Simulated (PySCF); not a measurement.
Isomers of C3H5Cl3OSi, mass 189.918 u with the commonest isotopes. Computed with B3LYP/def2-SVPD in PySCF (dipole) on a GFN2-xTB geometry, gas phase. One conformer each, none proved a minimum here; rigid rotors.

Question: Order these by rotational constant B, smallest first.
A. `[CH3:1][Si@H:2]([CH:3]=[O:4])[C:5]([Cl:6])([Cl:7])[Cl:8]` with C1–Si2–C3–O4 63°
B. `[O:1]=[C:2]([SiH3:3])[CH2:4][C:5]([Cl:6])([Cl:7])[Cl:8]` with O1–C2–C4–C5 114°
C. `[SiH3:1][O:2]/[C:3](=[CH:4]/[Cl:5])[CH:6]([Cl:7])[Cl:8]` with Si1–O2–C3–C4 -155°, O2–C3–C6–Cl7 61°

Answer: C (698.9 MHz), B (736.2 MHz), A (752.3 MHz).

Question: Order these by out-of-plane moment Σ m c² = (Ia + Ib − Ic)/2, largest first.
A. `[SiH3:1][O:2]/[C:3](=[CH:4]/[Cl:5])[CH:6]([Cl:7])[Cl:8]` with Si1–O2–C3–C4 -155°, O2–C3–C6–Cl7 61°
B. `[O:1]=[C:2]([SiH3:3])[CH2:4][C:5]([Cl:6])([Cl:7])[Cl:8]` with O1–C2–C4–C5 114°
C. `[CH3:1][Si@H:2]([CH:3]=[O:4])[C:5]([Cl:6])([Cl:7])[Cl:8]` with C1–Si2–C3–O4 63°

Answer: C (151.85 u·Å²), A (148.08 u·Å²), B (120.58 u·Å²).

Question: Order these by dipole moment, smallest first.
A. `[CH3:1][Si@H:2]([CH:3]=[O:4])[C:5]([Cl:6])([Cl:7])[Cl:8]` with C1–Si2–C3–O4 63°
B. `[SiH3:1][O:2]/[C:3](=[CH:4]/[Cl:5])[CH:6]([Cl:7])[Cl:8]` with Si1–O2–C3–C4 -155°, O2–C3–C6–Cl7 61°
C. `[O:1]=[C:2]([SiH3:3])[CH2:4][C:5]([Cl:6])([Cl:7])[Cl:8]` with O1–C2–C4–C5 114°

Answer: B (0.80 D), A (1.52 D), C (2.05 D).

```csv
SMILES,point group,Ia (u·Å²),Ib (u·Å²),Ic (u·Å²),κ,μa (D),μb (D),μc (D)
C[Si@H](C=O)C(Cl)(Cl)Cl,C1,396.72,671.74,764.76,-0.70,0.68,1.36,0.11
[SiH3]O/C(=C/Cl)C(Cl)Cl,C1,409.79,723.06,836.70,-0.70,0.29,0.68,0.30
O=C([SiH3])CC(Cl)(Cl)Cl,C1,341.53,686.48,786.84,-0.78,0.06,1.77,1.04
```
